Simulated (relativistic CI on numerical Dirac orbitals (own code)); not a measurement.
**Ni²⁺ (3d8) in a crystal field**

Calculated by Dirac-Coulomb-Breit CI, separate exchange-only KLI orbitals for each configuration, QED by a radiative potential, one configuration in a parametric crystal field, unscaled Slater integrals (own radial code). With so little scaling, terms lie 10 to 35 % too far apart, which can change the order of excited levels.

Field parameters in Wybourne normalisation: D4h B²₀ = −7Ds, B⁴₀ = 21(Dq − Dt), B⁴₄ = 21√(5/14) Dq. The field is a parameter set, without covalency.

S is read from ⟨S²⟩ = S(S + 1).

Powder χT (cm³ K mol⁻¹) by Van Vleck's formula, with temperature-independent terms:

```csv
Field,2 K,5 K,10 K,20 K,50 K,100 K,200 K,300 K
"D4h, 10Dq = 8850, Ds = -1500, Dt = 890 cm⁻¹",0.0519,0.13,0.259,0.519,1.26,1.99,2.38,2.52
"D4h, 10Dq = 8850, Ds = -1090, Dt = 890 cm⁻¹",0.0549,0.137,0.274,0.549,1.32,2.01,2.36,2.49
"D4h, 10Dq = 8850, Ds = -680, Dt = 890 cm⁻¹",0.0586,0.147,0.293,0.586,1.39,2.06,2.37,2.5
"D4h, 10Dq = 8850, Ds = -270, Dt = 890 cm⁻¹",0.0636,0.159,0.318,0.636,1.49,2.13,2.42,2.55
"D4h, 10Dq = 8850, Ds = 140, Dt = 890 cm⁻¹",0.0711,0.178,0.355,0.71,1.62,2.23,2.51,2.64
"D4h, 10Dq = 8850, Ds = 550, Dt = 890 cm⁻¹",0.0848,0.212,0.424,0.847,1.83,2.38,2.64,2.75
"D4h, 10Dq = 8850, Ds = 950, Dt = 890 cm⁻¹",0.117,0.292,0.584,1.15,2.17,2.58,2.79,2.86
"D4h, 10Dq = 8850, Ds = 1360, Dt = 890 cm⁻¹",0.276,0.69,1.35,2.16,2.67,2.81,2.88,2.89
```

(1) For D4h, 10Dq = 8850, Ds = -1090, Dt = 890 cm⁻¹: what effective moment follows at 300 K?

## Answers

(1) μ_eff = √(8χT) = 4.46 μB. The ground level has S = 1.00; the spin-only moment for S = 1 is 2.83 μB. The difference comes from the orbital moment, spin-orbit mixing of terms and temperature-independent paramagnetism, all larger in this ionic model than in covalent complexes.
